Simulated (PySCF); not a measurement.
C₄H₁₄N₂SSi₂.
Numbering: `[CH3:1][NH:2][CH2:3][Si@@H:4]1[CH2:5][CH2:6][Si@H:7]([SH:8])[NH:9]1`

Structure used (GFN2-xTB), in Å, numbered top down from 1:
```xyz
23
C4H14N2SSi2 angstrom
C      3.8258    0.5167    0.3115
N      2.5682    0.3022   -0.3751
C      1.5897   -0.3933    0.4412
Si    -0.0234   -0.6212   -0.5346
C     -1.0526    0.9654   -0.7566
C     -2.5292    0.5644   -0.8384
Si    -2.8351   -0.9157    0.3127
S     -3.6125   -0.3891    2.2528
N     -1.2045   -1.4718    0.4180
H      3.7208    1.0772    1.2537
H      4.5042    1.0588   -0.3452
H      4.2643   -0.4549    0.5412
H      2.1878    1.1970   -0.6669
H      2.0111   -1.3720    0.6829
H      1.4147    0.1154    1.4052
H      0.2243   -1.2991   -1.8136
H     -0.7703    1.5420   -1.6372
H     -0.9094    1.6232    0.1040
H     -3.1768    1.4175   -0.6334
H     -2.7510    0.2451   -1.8562
H     -3.7692   -1.9222   -0.1697
H     -2.7115    0.5427    2.5254
H     -0.9700   -2.3013    0.9343
```

Probes without a nucleus sit at each ring's centroid and 1 Å off its mean plane on both sides; NICS is minus the shielding there, NICSzz its component along the normal. Level: GIAO PBE0/pcSseg-1 (PySCF, non-relativistic, gas phase) on the GFN2-xTB geometry, one conformer.

Ring bond lengths (Å), with Mayer bond orders in brackets: Si4–C5 1.904 (0.91), C5–C6 1.532 (1.03), C6–Si7 1.900 (0.90), Si7–N9 1.726 (1.00), N9–Si4 1.740 (0.92).

Q: Give the NICS values of each ring in ppm.

A: 
```tsv
ring	type	NICS(0)	NICS(1), two faces	NICS(1)zz, two faces	rms pucker (Å)	centre to ring atoms, mean (Å)
Si4–C5–C6–Si7–N9	5-membered ring with N and 2 Si; formal bonds all single	-5.4	-3.2 / -3.5	-1.9 / -0.1	0.17	1.48
```

Q: What do they say, and how far can they be read as aromaticity?

A: 
- Si4–C5–C6–Si7–N9: mean NICS(1)zz -1.0 ppm, near zero. Si4, C5, C6, Si7 have four or more neighbours, and the NICS criterion for π rings isn't applied.

Q: What field does 9.4 T along the ring normal induce along that normal at the second NICS(1) probe listed for ring Si4–C5–C6–Si7–N9, 1 Å off the ring?

A: NICSzz × B0 = -0.1 ppm × 9.4 T = -1 μT, against the applied field.

Q: List the ring angles and the Hirshfeld charges of the ring atoms.

A: 
- Si4–C5–C6–Si7–N9: Si4 96.0° (+0.391 e), C5 108.0° (-0.163 e), C6 109.1° (-0.160 e), Si7 97.8° (+0.364 e), N9 116.8° (-0.331 e); sum 527.6° against 540° for a flat convex ring.

Q: What are the shieldings of the ring atoms and their hydrogens in the same run (means over atoms taken as equivalent)?

A: 
| atoms | environment | σ isotropic (ppm) |
| --- | --- | --- |
| Si4 | SiH silicon | 355.1 |
| C5 | sp3 carbon bound to silicon | 178.7 |
| C6 | sp3 carbon bound to silicon | 174.5 |
| Si7 | SiH silicon | 347.0 |
| N9 | nitrogen bridging silicon atoms | 225.8 |
| H16 | Si–H hydrogen | 26.81 |
| H17 | methylene hydrogen | 30.66 |
| H18 | methylene hydrogen | 31.14 |
| H19 | methylene hydrogen | 30.54 |
| H20 | methylene hydrogen | 30.67 |
| H21 | Si–H hydrogen | 26.43 |
| H23 | N–H hydrogen | 31.38 |
